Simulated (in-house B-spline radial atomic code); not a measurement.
Ionising Mg with different functionals

Computed with an all-electron radial atomic-structure program (B-spline basis): non-relativistic Hamiltonian, point nucleus, spin-polarised at highest spin, spherical fractional occupations for the functionals, the average over the highest-spin determinants for Hartree-Fock. The ionisation energy is the difference of two self-consistent energies, [Ne] 3s2 → [Ne] 3s1, without Breit or QED terms; ε is the level of the shell that loses the electron (its least bound occupied spin orbital).

```json
{"method": "Hartree-Fock", "rung": "Hartree-Fock", "ΔSCF (eV)": "6.61", "-ε(3s) (eV)": "6.89"}
{"method": "HF fractional", "rung": "Hartree-Fock", "ΔSCF (eV)": "6.61", "-ε(3s) (eV)": "6.89"}
{"method": "LDA VWN5", "rung": "LDA", "ΔSCF (eV)": "7.72", "-ε(3s) (eV)": "4.77"}
{"method": "LDA PW92", "rung": "LDA", "ΔSCF (eV)": "7.73", "-ε(3s) (eV)": "4.77"}
{"method": "LDA exchange-only", "rung": "LDA", "ΔSCF (eV)": "6.49", "-ε(3s) (eV)": "3.87"}
{"method": "PBE", "rung": "GGA", "ΔSCF (eV)": "7.61", "-ε(3s) (eV)": "4.70"}
{"method": "PBEsol", "rung": "GGA", "ΔSCF (eV)": "7.53", "-ε(3s) (eV)": "4.67"}
{"method": "BLYP", "rung": "GGA", "ΔSCF (eV)": "7.63", "-ε(3s) (eV)": "4.57"}
{"method": "RPBE", "rung": "GGA", "ΔSCF (eV)": "7.63", "-ε(3s) (eV)": "4.68"}
{"method": "PW91", "rung": "GGA", "ΔSCF (eV)": "7.65", "-ε(3s) (eV)": "4.73"}
{"method": "BP86", "rung": "GGA", "ΔSCF (eV)": "7.71", "-ε(3s) (eV)": "4.81"}
{"method": "AM05", "rung": "GGA", "ΔSCF (eV)": "7.47", "-ε(3s) (eV)": "4.64"}
{"method": "OLYP", "rung": "GGA", "ΔSCF (eV)": "7.53", "-ε(3s) (eV)": "4.49"}
{"method": "TPSS", "rung": "meta-GGA", "ΔSCF (eV)": "7.55", "-ε(3s) (eV)": "4.76"}
{"method": "SCAN", "rung": "meta-GGA", "ΔSCF (eV)": "7.39", "-ε(3s) (eV)": "4.82"}
{"method": "r2SCAN", "rung": "meta-GGA", "ΔSCF (eV)": "7.37", "-ε(3s) (eV)": "4.81"}
{"method": "revTPSS", "rung": "meta-GGA", "ΔSCF (eV)": "7.56", "-ε(3s) (eV)": "4.82"}
{"method": "PBE0", "rung": "global hybrid", "ΔSCF (eV)": "7.54", "-ε(3s) (eV)": "5.43"}
{"method": "B3LYP", "rung": "global hybrid", "ΔSCF (eV)": "7.72", "-ε(3s) (eV)": "5.29"}
{"method": "TPSSh", "rung": "global hybrid", "ΔSCF (eV)": "7.54", "-ε(3s) (eV)": "5.04"}
{"method": "M06-2X", "rung": "global hybrid", "ΔSCF (eV)": "7.78", "-ε(3s) (eV)": "6.19"}
{"method": "BHandHLYP", "rung": "global hybrid", "ΔSCF (eV)": "7.55", "-ε(3s) (eV)": "6.02"}
{"method": "r2SCAN0", "rung": "global hybrid", "ΔSCF (eV)": "7.39", "-ε(3s) (eV)": "5.48"}
{"method": "B97-1", "rung": "global hybrid", "ΔSCF (eV)": "7.72", "-ε(3s) (eV)": "5.23"}
{"method": "HSE06", "rung": "range-separated hybrid", "ΔSCF (eV)": "7.54", "-ε(3s) (eV)": "5.04"}
{"method": "wB97X", "rung": "range-separated hybrid", "ΔSCF (eV)": "7.60", "-ε(3s) (eV)": "7.32"}
{"method": "CAM-B3LYP", "rung": "range-separated hybrid", "ΔSCF (eV)": "7.70", "-ε(3s) (eV)": "6.48"}
{"method": "LC-wPBE", "rung": "range-separated hybrid", "ΔSCF (eV)": "7.47", "-ε(3s) (eV)": "7.49"}
```

(1) Among the functionals, which spreads more, the ΔSCF values or the orbital energies?

(2) How do they compare with the NIST value?

Answers

(1) The orbital energies: ΔSCF values span about 1.30 eV and the orbital energies 3.63 eV.

(2) NIST lists 7.646 eV (measured, ground level to ground level). Errors run from -1.16 to +0.13 eV; PW91 is closest (+0.00 eV), but part of that can be cancellation, since the calculations leave out relativity, Breit-QED terms, the near-degeneracy of s² and p². Hartree-Fock also lacks correlation.
